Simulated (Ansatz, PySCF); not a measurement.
CaH2O2, SMILES [Ca]([OH])[OH]. Atoms are numbered in the order given.

```xyz
5

Ca     0.0105    -0.1411     0.0000
O      0.0122    -0.1798     2.0384
O      0.0121    -0.1798    -2.0384
H      0.0133    -0.2063     2.9931
H      0.0133    -0.2063    -2.9931
```
Charge 0, spin multiplicity 1.

The structure is a stationary point at B3LYP-D3(BJ)/def2-TZVP. Other conformers were not sampled.

Two levels are set side by side: PBE-D3(BJ)/def2-TZVP (Ansatz, a program for electronic structure) and B3LYP-D3(BJ)/def2-TZVP (Ansatz). Each level has its own optimised geometry; the coordinates shown are those of the second. Frequencies come from the Hessian of PySCF at each geometry. Differences are taken from unrounded values.

```
quantity                            B3LYP-D3(BJ)
----------------------------------  ------------
mean bond length (Å)                       1.497
bond Ca1–O2 (Å)                            2.039
bond Ca1–O3 (Å)                            2.039
bond O2–H4 (Å)                             0.955
bond O3–H5 (Å)                             0.955
highest harmonic wavenumber (cm⁻¹)          3930
mean harmonic wavenumber (cm⁻¹)             1205
zero-point energy (kcal/mol)               15.51
```

Question: What does PBE-D3(BJ) give, and how far is it from B3LYP-D3(BJ)? (Estimate from the structure and the level; the computed values follow.)

Answer: 
| quantity | PBE-D3(BJ) | PBE-D3(BJ) minus B3LYP-D3(BJ) |
|---|---|---|
| mean bond length (Å) | 1.498 | 0.001 |
| bond Ca1–O2 (Å) | 2.032 | -0.007 |
| bond Ca1–O3 (Å) | 2.032 | -0.007 |
| bond O2–H4 (Å) | 0.964 | 0.008 |
| bond O3–H5 (Å) | 0.964 | 0.008 |
| highest harmonic wavenumber (cm⁻¹) | 3832 | -99 |
| mean harmonic wavenumber (cm⁻¹) | 1176 | -30 |
| zero-point energy (kcal/mol) | 15.13 | -0.38 |
